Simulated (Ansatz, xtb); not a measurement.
# Two isomers of CH6FNOSi2

Structure I: `O=C[SiH2]N[SiH2]F`, a singlet. Structure II: `O=CN([SiH3])[SiH2]F`, a singlet. Both are isolated molecules in the gas phase, relaxed with PBE-D3(BJ)/def2-SVP, each in the lowest conformer that the search found.

Quicker runs give these differences E(II) − E(I): GFN2-xTB −1.498 eV; HF/STO-3G −0.459 eV (at GFN2-xTB geometries); r2SCAN-D4/def2-SVP −0.649 eV (at GFN2-xTB geometries).

Task: Estimate E(II) − E(I) at the level CCSD(T)/def2-SVP + ΔMP2/def2-TZVPP.

Result: Calculated at CCSD(T)/def2-SVP + ΔMP2/def2-TZVPP: E(II) − E(I) = −0.452 eV, so structure II lies lower.

Level by level:

| level | geometry | E(II) − E(I) (eV) | departure from the last row (eV) | job, with rough time for the two |
| --- | --- | --- | --- | --- |
| GFN2-xTB | GFN2-xTB | −1.498 | −1.046 | optimisation, 1.3 s |
| HF/STO-3G | GFN2-xTB | −0.459 | −0.008 | single point, 1.4 s |
| r2SCAN-D4/def2-SVP | GFN2-xTB | −0.649 | −0.197 | single point, 11 s |
| PBE-D3(BJ)/def2-SVP | PBE-D3(BJ)/def2-SVP | −0.664 | −0.212 | optimisation, 89 s |
| HF/def2-SVP | PBE-D3(BJ)/def2-SVP | −0.648 | −0.196 | part of the CCSD(T) run |
| MP2/def2-SVP | PBE-D3(BJ)/def2-SVP | −0.669 | −0.217 | part of the CCSD(T) run |
| CCSD(T)/def2-SVP | PBE-D3(BJ)/def2-SVP | −0.633 | −0.181 | single point |
| CCSD(T)/def2-SVP + ΔMP2/def2-TZVPP | PBE-D3(BJ)/def2-SVP | −0.452 |  | single point, 2.2 min |

As drawn, II has 1 C–N, 1 Si–H in place of 1 C–Si, 1 N–H.

None of the levels shown reverses the order. The largest departure from CCSD(T)/def2-SVP + ΔMP2/def2-TZVPP is that of GFN2-xTB, 1.046 eV. The last row adds to CCSD(T) the change of the MP2 difference between the two basis sets, here +0.181 eV, a large step that makes the value less sure.

With thermal terms from frequencies at re-optimised GFN2-xTB minima (ideal gas, soft modes damped towards free rotors, one conformer each, 298.15 K, 1 atm): on the last row, ΔE + ΔZPE = −0.479, ΔH = −0.478, ΔG = −0.489 eV.

The correlated steps freeze 14 core orbitals. Run with Ansatz 0.2.0, xtb 6.7.1; the last row on 2 threads of AMD EPYC (Zen 3) on a shared host.
